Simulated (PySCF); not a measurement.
Adding and removing an electron: LiZn

ROHF-MP2; basis Li aug-pcseg-1, Zn aug-pcseg-1; no relativity; PySCF 2.14. Neutral (ROHF): doublet (σ ↑), Re = 3.101 Å, ωe = 112 cm⁻¹, De = 0.10 eV.

LiZn⁻ (RHF): singlet (closed shell), Re = 3.345 Å, ωe = 107 cm⁻¹. The energies at the minima are -1785.31017 hartree for LiZn and -1785.32252 for LiZn⁻.

Work out the adiabatic electron affinity, without and with harmonic zero-point energies (1 hartree = 27.2114 eV, 1 eV = 8065.5 cm⁻¹), and the change of the bond length.

At MP2: 0.01235 hartree = 0.336 eV between the minima; the zero-point term (112.0 − 107.0)/2 cm⁻¹ = +0.000 eV makes it 0.336 eV. Re changes by +24.4 pm against the neutral. The electron enters a σ orbital, and the longer bond of the ion fits an antibonding orbital, or a change in how ionic the bond is.

Correlated steps freeze 5 core orbitals. Weak bonds: LiZn. Basis-set superposition, not corrected here, can be much of De in a small basis, most of all at correlated wavefunction levels. States were picked by a PBE0 search and need not be the measured ground states.
